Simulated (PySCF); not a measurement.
Si(Cl)(Me)2(SH) (C2H7ClSSi), SMILES S[Si](C)(Cl)C. Atoms are numbered in the order given.

```xyz
12

C     -1.3880    -0.1689    -1.5515
Si    -0.3518    -0.0372     0.0000
C     -1.3880    -0.1689     1.5515
S      0.8540     1.7583     0.0000
Cl     1.0446    -1.5884     0.0000
H     -2.1138     0.6595    -1.6017
H     -0.7501    -0.1244    -2.4468
H     -1.9465    -1.1190    -1.5633
H     -0.7501    -0.1244     2.4468
H     -1.9465    -1.1190     1.5633
H     -2.1138     0.6595     1.6017
H     -0.2205     2.5843     0.0000
```
Charge 0, spin multiplicity 1.

Coordinates come from a B3LYP-D3(BJ)/def2-SVP optimisation. Other conformers were not sampled.

All values below come from PySCF with PBE/pcSseg-1.

GIAO shieldings, no solvent; atoms alike by connectivity are averaged. δ = σ(ref) − σ: ¹³C against TMS (σ = 182.0 ppm); ²⁹Si against TMS (σ = 335.4 ppm); ³³S against H2S (σ = 706.5 ppm); ³⁵Cl against HCl (σ = 936.5 ppm); ¹H against TMS (σ = 31.49 ppm), references at their B3LYP-D3(BJ)/def2-TZVP geometries, non-relativistic (without spin–orbit terms, shifts of atoms bonded to Cl or Br come out too high).

| nucleus | atoms | count | δ (ppm) |
|---|---|---|---|
| ¹³C | C1, C3 | 2 | 13.1 |
| ²⁹Si | Si2 | 1 | 58.2 |
| ³³S | S4 | 1 | 51.2 |
| ³⁵Cl | Cl5 | 1 | 50.7 |
| ¹H | H6, H7, H8, H9, H10, H11 | 6 | 0.87 |
| ¹H | H12 | 1 | 0.48 |
